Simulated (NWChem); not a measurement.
VNH$_{4}$O$_{3}$; SMILES [NH2][V](=[O])([OH])[OH]

```xyz
9

V      0.0461     0.0222     0.0000
O      1.5838    -0.1278     0.0000
O     -0.5045     0.8891     1.4310
H      0.1186     1.1720     2.1097
O     -0.5045     0.8891    -1.4310
H      0.1186     1.1720    -2.1097
N     -0.6055    -1.6685     0.0000
H     -0.0519    -2.5190     0.0000
H     -1.6048    -1.8586     0.0000
```
Atoms are numbered in this order, from 1.

Program: NWChem. Pople sets run with spherical d functions. Geometry: optimised at PBE0/def2-SVP. No frequency run checked for a minimum. Ions are spin-unrestricted doublets at the neutral geometry; other ion states weren't tried.

For level CAM-B3LYP/6-31G*:

* **vertical ionisation energy, ΔSCF (eV)**: 9.67
* **−ε(HOMO) (eV)**: 8.82

Task: What are these values for level Hartree-Fock/6-31G*?

Result: 
* **vertical ionisation energy, ΔSCF (eV)**: 8.72
* **−ε(HOMO) (eV)**: 11.20
